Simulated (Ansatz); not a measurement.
Total energies of `Cc1cc(-c2sc(-c3sc(-c4sc(S)cc4C)cc3C)cc2C)sc1S` from Ansatz at PBE-D4/def2-TZVP, gas phase (1 Eh = 27.2114 eV = 2625.5 kJ/mol). The reference geometry is relaxed at r2SCAN-D4/def2-SVP.

| state | geometry | energy (Eh) |
| --- | --- | --- |
| charge 0 singlet | reference | -3160.55018 |
| charge 1 doublet | reference | -3160.32431 |
| charge -1 doublet | reference | -3160.59580 |
| free C atom (triplet) | – | -37.79597 |
| free S atom (triplet) | – | -397.93833 |
| free H atom (doublet) | – | -0.49962 |

Single mean-field runs in def2-TZVP are fitted with def2-universal-jkfit.

Question: Work out the vertical ionisation energy to the doublet.

Answer: E(charge 1 doublet) − E(charge 0 singlet) = -3160.32431 − (-3160.55018) = 0.22587 Eh = 6.15 eV. For comparison, −ε of the highest occupied level is 4.57 eV at this level, 1.58 eV less.

Question: Work out the vertical electron affinity, to the doublet.

Answer: E(charge 0 singlet) − E(charge -1 doublet) = -3160.55018 − (-3160.59580) = 0.04562 Eh = 1.24 eV. The basis lacks diffuse functions, which makes affinities too small.

Question: Give the fundamental gap IE − EA, the Mulliken electronegativity (IE + EA)/2 and the hardness (IE − EA)/2.

Answer: From the values in Eh: IE − EA = 0.22587 − 0.04562 = 0.18025 Eh = 4.90 eV; (IE + EA)/2 = 3.69 eV; (IE − EA)/2 = 2.45 eV. The HOMO–LUMO gap of the same run is 1.87 eV, 3.03 eV smaller than the fundamental gap.

Question: What is the binding energy per atom against free atoms?

Answer: Atoms: 20 × (-37.79597) + 6 × (-397.93833) + 18 × (-0.49962) = -3152.54254 Eh. Binding: -3152.54254 − (-3160.55018) = 8.00764 Eh = 217.90 eV, or 4.95 eV for each of 44 atoms (no zero-point energy, no counterpoise term).

At PBE-D4/def2-TZVP the highest occupied level of the charge -1 doublet lies above zero (up to 0.30 eV). By energy differences its removal costs 1.24 eV (vertical, to the charge 0 singlet, at PBE-D4/def2-TZVP); self-interaction error and the lack of diffuse functions both raise the level.
